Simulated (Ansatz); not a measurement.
`[F][AlH][SeH]` + `[InH3]` → `[SeH][InH2]` + `[F][AlH2]` at 600 K and 1 bar (formal exchange of groups at the Se–Al bond).

Computed with Ansatz on PBE0-D4/def2-TZVP structures; ΔE is electronic, products minus reactants. CBS: MP2 limit from def2 TZ/QZ plus the TZ coupled-cluster correction, frozen cores. This one scheme is used for every species. def2 core potentials past Kr. For In, Se outer-core shells are correlated without core-valence functions, which leaves a few kJ/mol of doubt a bond. Scalar relativity is left out up to krypton. Each species was taken in one conformer, which may not be the lowest.

| species | CCSD(T)/CBS energy (Eh) | H − E (kJ/mol) | S (J/(mol·K)) |
| --- | --- | --- | --- |
| `[F][AlH][SeH]` | -2743.83001 | 86.1 | 361.6 |
| `[InH3]` | -191.56739 | 71.1 | 266.1 |
| `[SeH][InH2]` | -2592.33228 | 90.2 | 356.6 |
| `[F][AlH2]` | -343.06661 | 68.4 | 279.9 |

H − E and S are ideal-gas, rigid-rotor, harmonic terms from PBE0-D4/def2-TZVP, for one conformer and one mirror image of each species. 1 Eh = 2625.50 kJ/mol, R = 8.31446 J/(mol·K).

Task: By hand: ΔE, ΔH, ΔS and ΔG.

Result: ΔE = (-2592.33228) + (-343.06661) − (-2743.83001) − (-191.56739) = -0.00149 Eh = -3.9 kJ/mol. Δ(H − E) = 90.2 + 68.4 − 86.1 − 71.1 = 1.4, so ΔH = -2.5 kJ/mol. ΔS = 356.6 + 279.9 − 361.6 − 266.1 = 8.8 J/(mol·K). ΔG = -2.5 − 600 × (8.8)/1000 = -7.8 kJ/mol.

Task: By hand: the equilibrium constant, and the temperature at which ΔG would vanish if ΔH and ΔS stayed fixed.

Result: log₁₀ K = −ΔG/(RT ln 10) = 0.7. ΔH and −TΔS have one sign here, so there is no such temperature. One of them is within its doubt of zero, so this could turn.

TΔS isn't small against ΔH here. A doubt of 5 kJ/mol in ΔE shifts log₁₀ K by 0.4 here. Other conformers and mirror images would add mixing entropy, several J/(mol·K) or more a flexible species. These are equilibria of isolated gas molecules and say nothing of rates. Largest T1 diagnostic: 0.014 (customary marks: 0.02 for closed shells, 0.045 for open ones).
